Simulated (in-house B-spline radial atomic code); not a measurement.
## How G0W0 and RPA depend on the start: Cl III (Cl2+)

Configuration [Ne] 3s2 3p3, highest spin. Computed with an all-electron radial atomic-structure program (B-spline basis): all electrons, non-relativistic, point nucleus, each spin shell either full or empty, empty states to l = 9 with an (l + 1/2)⁻⁴ tail; G0W0 by contour deformation at full frequency.

| start | mean-field 3p up (eV) | G0W0 (eV) | QP weight | RPA correlation (Eh) |
| --- | --- | --- | --- | --- |
| Hartree-Fock | -39.70 | -40.07 | 0.961 | -0.78802 |
| LDA VWN5 | -33.04 | -39.52 | 0.913 | -0.90173 |
| PBE | -33.10 | ? | ? | ? |
| PBE0 | -34.95 | -39.71 | 0.933 | -0.86633 |
| r2SCAN | -33.77 | -39.65 | 0.925 | -0.88081 |
| HSE06 | -34.53 | -39.67 | 0.929 | -0.8712 |
| B3LYP (VWN-RPA) | -34.43 | ? | ? | ? |
| SCAN | -33.78 | -39.64 | 0.925 | -0.88027 |
| TPSS | -33.33 | -39.54 | 0.917 | -0.89225 |
| BHandHLYP | -36.47 | -39.82 | 0.945 | -0.8378 |
| CAM-B3LYP | -36.27 | -39.79 | 0.943 | -0.85318 |
| LC-wPBE | -38.01 | -39.88 | 0.952 | -0.84551 |
| wB97X | -37.40 | -39.86 | 0.950 | -0.84258 |
| PBEsol | -33.02 | -39.52 | 0.913 | -0.90032 |
| BLYP | -32.77 | -39.45 | 0.911 | -0.90068 |
| r2SCAN0 | -35.41 | -39.79 | 0.938 | -0.85445 |
| LDA exchange-only | -31.97 | -39.53 | 0.906 | -0.90088 |

What G0W0 level, weight and RPA correlation energy follow from the PBE start?

G0W0 level -39.50 eV, weight 0.913, RPA correlation -0.89988 hartree.

What G0W0 level, weight and RPA correlation energy follow from the B3LYP (VWN-RPA) start?

G0W0 level -39.64 eV, weight 0.929, RPA correlation -0.87344 hartree.

How much of the dependence on the start does G0W0 remove?

The mean-field levels span 7.73 eV and the G0W0 levels 0.623 eV. Against 39.8 ± 0.11 eV (NIST, semi-empirical) the G0W0 removal energies are off by -0.35 to +0.27 eV, with relativity, Breit and QED terms left out.
